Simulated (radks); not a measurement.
The numbers below are computed, except where a source is named.
Q: Radial electron density D(r) = 4 pi r^2 rho(r) of an atom or ion with 11 electrons. Code: a radial shooting solver on a logarithmic mesh with Libxc functionals. Model: scalar-relativistic Kohn-Sham, SOGGA, spin-polarised, spherical densities, finite nucleus; Fermi nuclear charge, rms radius of each element as measured or else 0.836 A^(1/3) + 0.57 fm.

r (bohr)  D(r) (e/bohr)  spin D(r)
0.007439         0.8095     0.0163
0.009687          1.292     0.0260
0.01261           2.025     0.0406
0.01642           3.103     0.0620
0.02122           4.563     0.0905
0.02763           6.541      0.128
0.03597           8.925      0.170
0.04684           11.43      0.209
0.06099           13.51      0.227
0.07879           14.44      0.206
0.1026            13.76      0.137
0.1336            11.67     0.0477
0.1739            9.434     0.0245
0.2265            8.710      0.180
0.2949            10.01      0.541
0.381             11.79      0.919
0.4961            11.83       1.03
0.646             9.125      0.758
0.8411            5.162      0.395
1.095             2.222      0.351
1.426             1.097      0.628
1.842            0.9090      0.836
2.399            0.6714      0.666
3.124            0.2937      0.294
4.067           0.06898     0.0690
5.296          0.007700    0.00770
6.896         0.0003370   0.000337

What is the nuclear charge?

A: Z = 13. The innermost maximum, from 1s, lies near gamma/Z bohr with gamma = sqrt(1 - (Z/c)^2) = 0.995, here 0.0766 bohr (found: 0.0813), and its height grows with Z. The density is that of the aluminium ion Al2+ in [He] 2s1.5 2p6 3s1 3p0.5; the configuration itself is not fixed sharply by these data, and Z only to about a unit. D(r) has 2 maxima, at r = 0.0813, 0.436 bohr, and minima at 0.218 bohr, inside which lie 2.22 electrons.
